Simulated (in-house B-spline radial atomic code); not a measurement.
# Correlation energy from the adiabatic connection: −Z/r, Z = 0.765, wall at 1.86 bohr

Two electrons in a singlet, external potential −Z/r, Z = 0.765, wall at 1.86 bohr (atomic units). Full CI in B-splines (partial waves to l = 8, correlation up to 0.6 % small) with the density held fixed gives W(λ) = <V_ee>_λ − U, and E_c is the integral of W(λ) − W(0) from 0 to 1.

```csv
λ,W(λ) − W(0) (hartree)
0,0.00000
0.02,-0.00204
0.05,-0.00506
0.12,-0.01195
0.25,-0.02413
0.4,-0.03729
0.6,-0.05346
0.8,-0.06821
1,-0.08172
```

Q: Integrate the table by the trapezoid rule.

A: The strips give -0.00002, -0.00011, -0.00060, -0.00235, -0.00461, -0.00907, -0.01217, -0.01499, which sum to -0.04391 hartree. The direct value, W(1) − W(0) + T_c with T_c = 0.03773, is -0.04400; the curve is convex, so chords lie above it and the trapezoids fall short in size by 0.20 %.

Q: Now use only three numbers: W(0) = -1.018, the initial slope W'(0) = -0.1025 (extrapolated from the first points) and the strong-coupling limit of the point-charge-plus-continuum model, W∞ = -1.0963. What do second-order theory and the interpolation W(λ) = W∞ + (W(0) − W∞)/√(1 + 2χλ) of Seidl, Perdew and Levy give?

A: Second order keeps the slope alone: E_c = W'(0)/2 = -0.05125, +16 % in size against -0.04400. Matching the slope fixes χ = W'(0)/(W∞ − W(0)) = -0.1025/(-0.07830) = 1.30907. Integrating, with s = √(1 + 2χ) = 1.902140, E_c = −(W(0) − W∞)(s − 1)/(s + 1) = −0.07830 × 0.902140/2.902140 = -0.02434 hartree, -44.7 % in size against the full result. At λ = 1 the formula gives W − W(0) = -0.03714 against -0.08172. Part of the miss can come from the model's W∞, which here lies above the computed W at λ = 10, -1.29525.
